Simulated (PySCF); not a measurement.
# How methods differ on the excitation energy of Os+

Os+ [Xe] 4f14 5d6 6s1 (6D) → Os+ [Xe] 4f14 5d5 6s2 (6S), as a difference of total energies. Computed with PySCF 2.14 in aug-cc-pVDZ-PP with ECP60MDF (5s5p4d2f, 54 functions), with a scalar-relativistic core potential. Correlated levels: valence: 5s2 5p6 frozen. The calculations carry no spin-orbit coupling.

```
           method  excitation energy (eV)  error (eV)
              UHF                   0.942      +0.327
    MP2 (valence)                   0.762      +0.147
SCS-MP2 (valence)                   0.668      +0.053
   CCSD (valence)                   0.712      +0.097
CCSD(T) (valence)                   0.685      +0.070
```

Reference: 0.615 eV (measured; NIST levels, between the centres of gravity of the two terms).

Errors of the correlated levels include the incompleteness of this basis and the frozen core.
